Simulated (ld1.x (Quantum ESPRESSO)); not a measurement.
## Reading a pseudo-wave (carbon (C))

Columns: radius, all-electron u(r) and pseudo u(r) of the 2s shell (level -19.24 eV) of carbon in the configuration [He] 2s2 2p1.5; LDA (PZ), non-relativistic, PAW scheme, ld1.x (Quantum ESPRESSO) 7.5.

| r (bohr) | all-electron | pseudo |
| --- | --- | --- |
| 0.108 | 0.3510 | -0.0638 |
| 0.215 | 0.3064 | -0.1344 |
| 0.322 | 0.1177 | -0.2174 |
| 0.430 | -0.1072 | -0.3150 |
| 0.538 | -0.3169 | -0.4231 |
| 0.645 | -0.4905 | -0.5331 |
| 0.752 | -0.6250 | -0.6363 |
| 0.860 | -0.7225 | -0.7236 |
| 0.968 | -0.7861 | -0.7861 |
| 1.075 | -0.8210 | -0.8210 |
| 1.182 | -0.8333 | -0.8333 |
| 1.290 | -0.8278 | -0.8278 |
| 1.398 | -0.8087 | -0.8087 |
| 1.505 | -0.7801 | -0.7801 |
| 1.612 | -0.7446 | -0.7446 |
| 1.720 | -0.7044 | -0.7044 |
| 1.828 | -0.6615 | -0.6615 |
| 1.935 | -0.6179 | -0.6179 |
| 2.042 | -0.5742 | -0.5742 |
| 2.150 | -0.5309 | -0.5309 |
| 2.258 | -0.4889 | -0.4889 |
| 2.365 | -0.4491 | -0.4491 |
| 2.472 | -0.4113 | -0.4113 |
| 2.580 | -0.3754 | -0.3754 |
| 2.688 | -0.3418 | -0.3418 |
| 2.795 | -0.3108 | -0.3108 |

Problem. How many radial nodes do the two functions have?

Solution. The all-electron 2s function has n − l − 1 = 1; the pseudo-wave has 0, since the states of the same l below it are removed with the core.

Problem. At about which radius was the pseudo-wave matched?

Solution. 0.95 bohr, where the columns begin to agree (steps of 0.11 bohr).

Problem. Is the pseudo-wave norm-conserving?

Solution. No, it belongs to a PAW set: the norm inside the radius is not constrained, and the difference is carried by the augmentation charge.
